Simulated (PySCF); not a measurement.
A run for PySCF: R-B3LYP/3-21G on AsH4In (SMILES [AsH2][InH2]), a point of a torsion scan.

```python
from pyscf import gto, scf, dft, mp
from pyscf.data.elements import chemcore

mol = gto.M(
    atom='''
    As   -1.64801560   -0.32671810   -0.73523218
    In    0.94798733   -0.18249696   -0.71381918
    H    -1.66732690    1.05527425   -0.12253891
    H    -1.56602739   -0.91514444    0.65315938
    H     1.93676571    1.02500611   -1.54384826
    H     2.03959281   -1.27592754    0.14552865
    ''',
    basis='3-21g',
    charge=0, spin=0, verbose=3, max_memory=1800)
mf = dft.RKS(mol, xc='b3lyp')
mf.conv_tol = 1e-8
mf.max_cycle = 100
mf.kernel()
if not mf.converged:
    mf = mf.newton().run(mf.mo_coeff, mf.mo_occ)
```

The log:

```
converged SCF energy = -7944.74932545641
```

The calculation finished and met its thresholds.

Cost: around 10 core-seconds (rough).
